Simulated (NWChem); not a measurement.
A series in which one site is exchanged, each optimised at PBE0/def2-SVP with NWChem, gas phase unless a solvent is named. All stand in one matching conformer (torsions within 35°), which need not be the lowest. 

A: C[O][AlH2] (CH₅AlO; site = Al)
B: C[O][GaH2] (CH5GaO; site = Ga)
C: O(B)C (CH5BO; site = B)

Values for A:

```
Quantity                                              Value
----------------------------------------------------  -----
orbital gap (eV), PBE0/def2-SVP                        7.02
static polarisability, B3LYP/def2-SVPD (bohr³)         46.7
lowest singlet excitation, B3LYP/def2-SVPD, TDA (eV)   5.41
```

Q: How do these values change for the other members?

A: 
```
change from A                                             B      C
----------------------------------------------------  -----  -----
orbital gap (eV), PBE0/def2-SVP                       -0.40  +1.33
static polarisability, B3LYP/def2-SVPD (bohr³)         +1.8  -12.5
lowest singlet excitation, B3LYP/def2-SVPD, TDA (eV)  -0.28  +0.84
```
